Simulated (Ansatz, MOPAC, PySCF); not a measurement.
Breaking a bond: GaO, doublet.

- UKS-B3LYP/LANL2DZ = unrestricted B3LYP/LANL2DZ, with its core potentials past Ne (PySCF 2.14.0)
- AM1, unrestricted, heats of formation (MOPAC)
- UKS-M06-2X/6-31G* = unrestricted M06-2X/6-31G*, spherical d (PySCF)
- UCCSD(T) = CCSD(T) on UHF/cc-pVQZ, cores with 3d frozen (Ansatz, a program for electronic structure)

Energies relative to the lowest point of each curve near equilibrium, in kcal/mol; the last columns give the difference from UCCSD(T):

| R / Å | UKS-B3LYP/LANL2DZ | AM1 | UKS-M06-2X/6-31G* | UCCSD(T) | UKS-B3LYP/LANL2DZ − UCCSD(T) | AM1 − UCCSD(T) | UKS-M06-2X/6-31G* − UCCSD(T) |
|---|---|---|---|---|---|---|---|
| 1.38 | 57.9 | 32.4 | 73.8 | 70.0 | -12.2 | -37.6 | 3.7 |
| 1.46 | 27.6 | 24.6 | 35.3 | 30.1 | -2.5 | -5.4 | 5.2 |
| 1.52 | 13.9 | 19.3 | 17.9 | 12.4 | 1.5 | 6.9 | 5.4 |
| 1.62 | 2.5 | 11.0 | 3.3 | 22.0 | -19.5 | -11.1 | -18.7 |
| 1.66 | 0.7 | 8.0 | 1.0 | 14.5 | -13.8 | -6.4 | -13.5 |
| 1.71 | 0.0 | 4.9 | 0.0 | 7.7 | -7.7 | -2.8 | -7.7 |
| 1.76 | 0.6 | 2.5 | 0.7 | 3.5 | -2.9 | -1.0 | -2.8 |
| 1.80 | 1.8 | 1.1 | 2.1 | 1.4 | 0.4 | -0.3 | 0.7 |
| 1.86 | 4.5 | 0.0 | 2.6 | 0.0 | 4.5 | 0.0 | 2.6 |
| 1.96 | 7.3 | 0.6 | 3.6 | 0.9 | 6.4 | -0.3 | 2.7 |
| 2.13 | 12.6 | 6.5 | 11.2 | 8.0 | 4.6 | -1.5 | 3.2 |
| 2.30 | 21.0 | 15.5 | 22.2 | 18.1 | 2.9 | -2.6 | 4.1 |
| 2.57 | 36.1 | 30.2 | 41.0 | 35.4 | 0.6 | -5.2 | 5.5 |
| 2.82 | 49.3 | 40.9 | 56.0 | 51.2 | -1.9 | -10.3 | 4.8 |
| 3.03 | 58.6 | 47.0 | 65.2 | 62.3 | -3.7 | -15.3 | 2.9 |
| 3.41 | 69.9 | — | 75.7 | 77.4 | -7.5 | — | -1.7 |
| 3.72 | — | — | 80.7 | 84.4 | — | — | -3.7 |
| 4.12 | — | — | 85.0 | 89.9 | — | — | -4.9 |
| 4.58 | — | — | 89.2 | 90.2 | — | — | -1.0 |
| 5.14 | — | — | 89.7 | 90.4 | — | — | -0.7 |
| 6.02 | — | — | 90.0 | 90.6 | — | — | -0.5 |
| 6.94 | — | — | 90.1 | 90.6 | — | — | -0.5 |

UKS-B3LYP/LANL2DZ is furthest from UCCSD(T) at 1.62 (-19.5 kcal/mol, below); its mean absolute difference over the points is 5.8 kcal/mol.

AM1 is furthest from UCCSD(T) at 1.38 (-37.6 kcal/mol, below); its mean absolute difference over the points is 7.1 kcal/mol.

UKS-M06-2X/6-31G* is furthest from UCCSD(T) at 1.62 (-18.7 kcal/mol, below); its mean absolute difference over the points is 4.4 kcal/mol.

A dash means that the run gave no value there, or that the column was ended at a point which the program doubted or which failed a test of continuity chosen for this set; such a test can also cut sound points.

The unrestricted determinant behind UKS-B3LYP/LANL2DZ is spin-contaminated at 3.03 to 6.94 Å (<S²> up to 1.5, against 0.75 for a pure doublet). The unrestricted determinant behind UKS-M06-2X/6-31G* is spin-contaminated at 2.82 to 6.94 Å (<S²> up to 1.8, against 0.75 for a pure doublet). The unrestricted determinant behind UCCSD(T) is spin-contaminated at 1.62 to 1.66, 2.57 to 6.94 Å (<S²> up to 1.8, against 0.75 for a pure doublet).
